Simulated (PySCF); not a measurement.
Species: C₃H₁₀BP.
Cartesian coordinates in Å at the PBE0-D3(BJ)/def2-SVP level; atoms count from 1:
```
atom  x, y, z in Å
C1    -1.8048    0.8460   -0.0011
C2    -0.7983   -0.2146   -0.4252
B3     0.7447    0.0683   -0.2851
C4     1.7649   -1.1154   -0.4719
P5     1.3867    1.7504    0.3458
H6    -1.6804    1.1186    1.0593
H7    -2.8441    0.5070   -0.1317
H8    -1.6893    1.7712   -0.5873
H9    -1.0027   -1.1756    0.0856
H10   -0.9342   -0.4672   -1.4974
H11    1.4172   -1.8539   -1.2123
H12    2.7948   -0.8173   -0.7168
H13    1.8096   -1.6539    0.4943
H14    2.5520    1.9116   -0.4530
H15    0.5473    2.6675   -0.3436
```

Jobs on this species (15 atoms, 48 electrons) with PySCF (density fitting). Hardware of each: an Arm Neoverse V2 with one thread (shared host). The host was shared with other jobs, so the times are rough. Peak memory is the resident size of the whole Python process, interpreter and libraries included.

```csv
level and settings,work,basis functions,SCF cycles,wall time,peak memory
"delta-SCF UKS HF, pcX-2 on the ionised atom, pcseg-1 elsewhere, spin-free X2C","ΔSCF core ionisation, 6 holes",166,?,?,?
"delta-SCF UKS SCAN, def2-TZVP on the ionised atom, pcseg-1 elsewhere, spin-free X2C","ΔSCF core ionisation, 6 holes",143,?,?,?
"PBE0-D3(BJ)/def2-SVP, grid level 1",geometry optimisation from a GFN2-xTB start shaken at random,124,68,56 s,0.52 GiB
"delta-SCF UKS B3LYP, pcX-2 on the ionised atom, pcseg-1 elsewhere, spin-free X2C","ΔSCF core ionisation, 6 holes",166,83,46 s,0.71 GiB
"delta-SCF UKS PBE0, pcX-2 on the ionised atom, pcseg-1 elsewhere, spin-free X2C","ΔSCF core ionisation, 6 holes",166,82,46 s,0.65 GiB
"delta-SCF UKS SCAN, pcX-2 on the ionised atom, pcseg-1 elsewhere, spin-free X2C","ΔSCF core ionisation, 6 holes",166,91,43 s,0.70 GiB
"delta-SCF UKS SCAN, pcX-2 on the ionised atom, pcseg-1 elsewhere, non-relativistic","ΔSCF core ionisation, 6 holes",166,91,42 s,0.56 GiB
"delta-SCF UKS PBE, pcX-2 on the ionised atom, pcseg-1 elsewhere, spin-free X2C","ΔSCF core ionisation, 6 holes",166,89,26 s,0.56 GiB
"delta-SCF UKS SCAN, pcX-1 on the ionised atom, pcseg-1 elsewhere, spin-free X2C","ΔSCF core ionisation, 6 holes",146,91,36 s,0.56 GiB
```

**Question.** Fill in the missing figures.

**Answer.** 
- delta-SCF UKS HF, pcX-2 on the ionised atom, pcseg-1 elsewhere, spin-free X2C; ΔSCF core ionisation, 6 holes: 26 s, 0.56 GiB, 81 SCF cycles
- delta-SCF UKS SCAN, def2-TZVP on the ionised atom, pcseg-1 elsewhere, spin-free X2C; ΔSCF core ionisation, 6 holes: 40 s, 0.56 GiB, 90 SCF cycles

**Question.** What do all jobs in the table cost together?

**Answer.** About 6.0 min; the longest takes about 16 % of that, and about 2.2 times as long as the shortest.
